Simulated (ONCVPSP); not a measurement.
# PBE ONCV dataset for In (Z = 49), scalar-relativistic all-electron reference.

```
Element                 : indium (In)
Generator               : ONCVPSP 4.0.1
Type                    : optimised norm-conserving Vanderbilt (ONCV)
Functional              : PBE
Relativity              : scalar-relativistic
Frozen core             : [Kr]
Valence charge          : 13
Reference configuration : 4d10 5s2 5p0.75 (charge +0.25)
Partial waves           : 5s: rc 1.85 bohr, ncon 4, nbas 8, qcut 2.7 1/bohr, 2 projectors, debl 3 Ha; 5p: rc 2.35 bohr, ncon 4, nbas 7, qcut 3.7 1/bohr, 1 projector; 4d: rc 1.05 bohr, ncon 4, nbas 7, qcut 7.9 1/bohr, 1 projector; f scattering state at 0.08 Ha: rc 2.55 bohr, ncon 4, nbas 8, qcut 3.7 1/bohr, 3 projectors, debl 3.7 Ha
Local potential         : polynomial inside 0.95 bohr (lpopt 5, dvloc0 0 Ha)
Core correction         : none
```

All-electron outer shells of the reference configuration (PBE, scalar-relativistic, ld1.x):

```tsv
shell	level (eV)	outermost node (bohr)	outermost maximum (bohr)
4s	-121.34	0.41	0.77
4p	-79.81	0.42	0.82
4d	-20.30	0.40	0.94
5s	-9.75	1.02	2.13
5p	-3.87	1.14	2.81
```

Calculated quality:

- Cutoffs needed: 73 Ha and 145 Ha (the cutoffs (Ha) at which the residual kinetic energy of the hardest occupied pseudo-wave falls to 1 and 0.1 mHa per electron)
- Ghost test: ghosts flagged at negative energy: s at -185.1 eV, p at -144.2 eV; GHOST(+) flagged for s at 118.1 eV; a true bound ghost makes a file unfit for plane-wave use
- Configuration tests: 1 of 4 tests not solved or not reliable

Generation and tests took about 5 s on one core of a shared server CPU.
